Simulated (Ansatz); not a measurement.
The first iterations of a band of CH₁₁GeNSi₂ (16 atoms, charge 0, multiplicity 1).

Computed with Ansatz, RHF/def2-SVP.

```yaml
movable_images: 5
climbing_image: yes
spring: 5.0 eV/Å²
optimiser: quadratic models (default)
start_path: through a guess of the saddle point
force_threshold: 0.05 eV/Å
iteration_limit: 60
end_points: relaxed
```

First end point:

```xyz
16
Properties=species:S:1:pos:R:3
C -1.978 -0.256 -0.977
Si -0.235 -0.971 -0.970
N -0.152 -2.280 0.163
Ge 1.359 0.793 -0.471
Si 0.986 1.734 1.724
H -2.704 -1.036 -1.219
H -2.072 0.544 -1.714
H -2.243 0.158 -0.001
H 0.112 -1.530 -2.300
H 0.571 -2.969 0.092
H -0.439 -2.162 1.115
H 2.796 0.236 -0.505
H 1.297 1.939 -1.501
H 1.005 0.653 2.744
H 2.020 2.735 2.082
H -0.346 2.389 1.782
```

Last end point:

```xyz
16
Properties=species:S:1:pos:R:3
C -1.625 -0.767 -1.996
Si -0.368 -0.873 -0.598
N -1.072 -1.658 0.776
Ge 0.467 1.346 -0.070
Si 2.090 1.280 1.718
H -1.980 -1.765 -2.261
H -1.187 -0.307 -2.885
H -2.490 -0.167 -1.703
H 0.799 -1.698 -1.000
H -0.500 -2.161 1.426
H -1.887 -1.291 1.228
H 1.113 2.028 -1.293
H -0.696 2.255 0.384
H 3.265 0.469 1.311
H 2.559 2.638 2.086
H 1.490 0.648 2.922
```

| iteration | highest image above the first end (eV) | largest band force component (eV/Å) |
| --- | --- | --- |
| 1 | 0.883 | 2.386 |
| 2 | 0.178 | 0.989 |

Task: Does the band converge within its limit, and where does its top end?

Result: The run converged. It ended after 8 iterations with the highest image 0.019 eV above the first end. A vibrational analysis at the climbing image gives no mode beyond 40i cm⁻¹: the surface is too flat there to confirm a saddle point.

The run took 2.4 min on 2 threads of Intel(R) Xeon(R) Platinum 8488C (Sapphire Rapids) (shared host), peak memory 0.48 GiB.
